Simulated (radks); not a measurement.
The numbers below are computed, except where a source is named.
Orbital eigenvalues (eV) of the vanadium ion V17+, [He] 2s2 2p2, of relativity; Dirac values are averaged over j with weights 2j + 1. Spin-unpolarised spherical Kohn-Sham, PBE, point nucleus unless stated (finite: rms radius 3.6002 fm), a radial shooting solver on a logarithmic mesh with Libxc functionals. A level marked "c x" has the speed of light scaled by that factor and shares open shells by 2j + 1; other Dirac levels either fill j = l - 1/2 first or share by 2j + 1.

shell       non-rel.
1s           -6169.6
2s           -1267.6
2p           -1203.7
3s (empty)   -514.11
3p (empty)   -493.87

Give the values at the level "Dirac, c x 0.75".

Answer. 
shell       Dirac, c x 0.75  change of magnitude (%)
1s                  -6244.5                    +1.21
2s                  -1286.8                    +1.51
2p                  -1209.8                    +0.51
3s (empty)          -519.98                    +1.14
3p (empty)          -496.33                    +0.50
